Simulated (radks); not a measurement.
Initial-state core-level shifts of neutral strontium when its valence configuration changes from [Kr] 5s2. Calculated with a radial shooting solver on a logarithmic mesh with Libxc functionals: scalar-relativistic Kohn-Sham, PBE, spin-polarised, spherical densities, point nucleus; open shells are filled with parallel spins first (spin-orbit coupling, left out, can overturn this in heavy ions). Shifts are changes of the shell-averaged eigenvalues in eV (positive: less bound).

5s1 5p1: 2s -1.142; 2p -1.141; 3p -1.144; 4p -1.094
5p2: 2s -2.405; 2p -2.401; 3p -2.405; 4p -2.290
4d1 5s1: 2s +1.199; 2p +1.189; 3p +1.189; 4p +1.096
5s0.5 5p1.5: 2s -1.781; 2p -1.779; 3p -1.782; 4p -1.701
4d2: 2s +1.686; 2p +1.669; 3p +1.675; 4p +1.546
4d1 5p1: 2s +0.105; 2p +0.095; 3p +0.090; 4p +0.014
